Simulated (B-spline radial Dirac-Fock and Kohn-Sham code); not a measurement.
Levels of muonic ⁹⁴Kr

Nucleus: ⁹⁴Kr, Fermi distribution (skin thickness 2.3 fm), rms radius 4.3002 fm (measured, Angeli and Marinova 2013).

The run's input, task.json:

```json
{"items": [{
  "Z": 36,
  "q": 0,
  "cfg": [[1, 0, 2], [2, 0, 2], [2, 1, 6], [3, 0, 2], [3, 1, 6], [3, 2, 10], [4, 0, 2], [4, 1, 6]],
  "A": 94,
  "rrms": 4.3002,
  "do": "muonic",
  "nuclei": [[94, 93.93414, 4.3002, "measured", "fermi"]]
}]}
```

Run with: `python xray2_run.py task.json out`

The computed values come from a B-spline atomic structure program: the Dirac equation of a negative muon with reduced mass in the field of a spherical finite nucleus, with the Uehling potential to all orders; nuclear polarisation, deformation, hyperfine structure, self-energy, higher-order vacuum polarisation, relativistic recoil and electron screening are left out.

```tsv
level	binding (keV)	point nucleus, no QED (keV)	vacuum polarisation (keV)	⟨r⟩ (fm)
1s1/2	3045	3707	21.022	12.7
2s1/2	840.1	930.8	3.934	46.2
2p1/2	931.1	930.8	4.481	34.6
2p3/2	916.9	914.3	4.264	35.3
3s1/2	384.4	411.8	1.266	101.0
3p1/2	411.7	411.8	1.352	87.2
3p3/2	407.7	407.0	1.297	88.2
3d3/2	408.0	407.0	1.056	73.9
3d5/2	406.4	405.4	1.040	74.3
4d3/2	229.3	228.8	0.420	148.1
4d5/2	228.6	228.2	0.414	148.7
4f5/2	228.5	228.2	0.322	127.4
4f7/2	228.2	227.8	0.320	127.7
```

Task: By how much does the finite nuclear size lower the 1s binding energy?

Result: By 683.1 keV, 18.43 % of the point-nucleus value (point value plus vacuum polarisation less the binding energy). The 1s orbit has ⟨r⟩ = 12.7 fm.
